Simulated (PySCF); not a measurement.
Vertical excitations of a molecule C3H9Ga from TDDFT-PBE/def2-SVPD in PySCF, as energy in eV (oscillator strength): 4.27 (0.001), 4.90 (0.000), 5.61 (0.000), 5.96 (0.000), 6.27 (0.032), 6.80 (0.096), 6.82 (0.075), 7.11 (0.057), 7.20 (0.004), 7.27 (0.009). Lowest triplet (TDA): 3.97 eV. Geometry: PBE0-D3(BJ)/def2-SVP. One conformer was computed; it need not be the lowest.

Task: Which molecule gave these data?
A) C[CH](C)[GaH2]
B) CC[CH2][GaH2]
C) [CH3][Ga]([CH3])[CH3]
D) C[CH2][GaH][CH3]

Result: B, CC[CH2][GaH2]
